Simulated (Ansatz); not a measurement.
Species: BNH2Br2, charge 0, singlet. BNH2Br2 (SMILES B(N)(Br)Br).
B3LYP-D3(BJ)/def2-TZVP minimum from Ansatz (an electronic-structure program):
```xyz
6

B     -0.4043     0.3661    -0.3469
Br     1.3585    -0.0449    -1.0299
Br    -0.9553    -0.3203     1.3759
N     -1.2684     1.1487    -1.0884
H     -2.1932     1.3849    -0.7681
H     -1.0194     1.5246    -1.9886
```
Charge 0, spin multiplicity 1.

Wanted: atomisation energy (electronic, to ground-state atoms), in kcal/mol. UHF or UKS for unpaired electrons; spin-orbit terms are left out. Correlated methods leave the cores frozen (noble-gas shells, and filled d and f shells in the p block). No relativity. CBS(X,Y): correlation extrapolated as X^-3, Hartree-Fock from the larger set (Q,5: extrapolated as (X+1)exp(-9√X)). A bracket is a step between two methods taken in the basis named. Double hybrids freeze cores in their MP2 part. For partners of very few electrons the exact lower level stands in for a higher one. Spin-orbit terms, left out, reach several kcal/mol for Br and I, and more for heavier atoms.

CCSD(T)/CBS(cc-pVQZ,cc-pV5Z) + [CCSDT(Q) - CCSD(T)]/cc-pVDZ (Ansatz) gives 494.2 kcal/mol.

Question: How far off this value is PBE/def2-TZVPD (Ansatz), in which direction, and how far these levels: r2SCAN/def2-TZVPD, B3LYP/def2-TZVPD, PBE0/def2-TZVPD, wB97M-V/def2-TZVPD, B2PLYP/def2-TZVPD, CCSD(T)/CBS(cc-pVQZ,cc-pV5Z)?

Answer: PBE gives 509.9 kcal/mol, 15.7 kcal/mol above it. Differences of the others: r2SCAN/def2-TZVPD (Ansatz) 6.3; B3LYP/def2-TZVPD (Ansatz) -4.2; PBE0/def2-TZVPD (Ansatz) 4.9; wB97M-V/def2-TZVPD (Ansatz) 3.2; B2PLYP/def2-TZVPD (Ansatz) -4.8; CCSD(T)/CBS(cc-pVQZ,cc-pV5Z) (Ansatz) -0.4 kcal/mol.
